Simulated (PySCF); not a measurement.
Run record: excited-state job, `C=C[Si@](N)(C=O)[SiH2]O`.

Method: TDDFT B3LYP/def2-SVPD, vertical, gas phase, core orbitals frozen in the response (PySCF 2.14.0, density-fitted response routines). Geometry: GFN2-xTB. The command runs a driver script over a list of jobs; the input below is this job's line of settings and its coordinates in Å.

Command:
```bash
OMP_NUM_THREADS=1 python probes_run.py task.json out
```

Input:
```
{"job": {"kind": "uv", "xc": "B3LYP", "basis": "def2-SVPD", "nstates": 8, "ntriplets": 3}, "charge": 0, "multiplicity": 1}
C      2.108023    -0.824892    -0.895579
C      1.567372     0.343135    -0.585816
Si    -0.131145     0.556715     0.232515
N     -0.695726     2.046845    -0.462573
C      0.206893     1.063007     2.056430
O      0.060453     0.305400     2.984738
Si    -1.445710    -1.352824     0.260294
O     -1.944651    -1.718577    -1.255223
H      1.600845    -1.756854    -0.697336
H      3.082164    -0.914320    -1.352823
H      2.130603     1.242839    -0.805213
H     -1.496252     2.501967    -0.052289
H     -0.752834     2.120872    -1.466290
H      0.549860     2.101431     2.257863
H     -2.748796    -1.198141     0.904227
H     -0.753644    -2.525160     0.813968
H     -1.344454    -1.979416    -1.946801
```

Output:
```
coarse grid: 15320 points
cycle   1  E = -903.1913568168  dE =  8.808e-01  |g| = 1.118e+00  |ddm| = 6.352e+00
cycle   2  E = -902.3621285892  dE =  8.292e-01  |g| = 2.291e+00  |ddm| = 3.863e+00
cycle   3  E = -903.4310773835  dE = -1.069e+00  |g| = 2.736e-01  |ddm| = 2.576e+00
cycle   4  E = -903.4438911445  dE = -1.281e-02  |g| = 1.439e-01  |ddm| = 4.313e-01
cycle   5  E = -903.4478200995  dE = -3.929e-03  |g| = 4.204e-02  |ddm| = 2.020e-01
cycle   6  E = -903.4482335845  dE = -4.135e-04  |g| = 8.213e-03  |ddm| = 5.764e-02
cycle   7  E = -903.4482475506  dE = -1.397e-05  |g| = 3.019e-03  |ddm| = 1.344e-02
cycle   8  E = -903.4482495361  dE = -1.986e-06  |g| = 8.789e-04  |ddm| = 4.964e-03
final grid: 139232 points
cycle   9  E = -903.5840293084  dE = -3.152e-05  |g| = 5.723e-03  |ddm| = 1.154e-01
cycle  10  E = -903.5840137443  dE =  1.556e-05  |g| = 1.032e-02  |ddm| = 1.934e-02
cycle  11  E = -903.5840363872  dE = -2.264e-05  |g| = 1.912e-03  |ddm| = 1.124e-02
cycle  12  E = -903.5840371616  dE = -7.745e-07  |g| = 2.356e-04  |ddm| = 1.945e-03
cycle  13  E = -903.5840371713  dE = -9.692e-09  |g| = 1.314e-04  |ddm| = 6.093e-04
cycle  14  E = -903.5840371753  dE = -3.947e-09  |g| = 2.875e-05  |ddm| = 2.150e-04
cycle  15  E = -903.5840371755  dE = -2.256e-10  |g| = 1.015e-05  |ddm| = 6.790e-05
converged SCF energy = -903.5840371755

Static polarisability (au): isotropic 106.250, principal 93.938 109.898 114.913

Singlet excitations
state   eV       nm        f      main configurations
  1   3.0227    410.2   0.00287   H->L 0.90
  2   4.3094    287.7   0.01051   H-1->L 0.90
  3   4.7877    259.0   0.02809   H->L+1 0.94
  4   5.1389    241.3   0.01769   H->L+2 0.91
  5   5.4128    229.1   0.00880   H-1->L+1 0.88
  6   5.4807    226.2   0.00600   H->L+3 0.66, H-2->L 0.25
  7   5.5569    223.1   0.01764   H-2->L 0.53, H->L+3 0.21, H-3->L 0.21
  8   5.7388    216.0   0.06282   H-3->L 0.71, H-2->L 0.14

Triplet excitations (Tamm-Dancoff, eV): 2.3869 4.0680 4.2281
```

The SCF starts on a coarse grid where the log names one; the energy can jump when the final grid takes over, and dE then counts from the start density on the new grid. H and L stand for HOMO and LUMO; the number after each pair is its weight.

Which computed singlet has the largest oscillator strength, and what do all of them sum to?

State 8 at 5.74 eV (216 nm), f = 0.063; the 8 states sum to 0.154.

In short: HOMO -6.49 eV, LUMO -1.96 eV; lowest singlet 3.02 eV; lowest triplet 2.39 eV (Tamm–Dancoff); mean polarisability 106.2 au.

Note that the optimisation stopped short of convergence; the values belong to its last geometry.

On one thread, Arm Neoverse V2 (aarch64) (shared host), this took 67 s of wall time (with the writing of density and orbital grids) and 1.0 GiB of memory at its peak.

One conformer stands for the species.
Labels such as C1 count atoms from 1, the log's own numbers from 0.
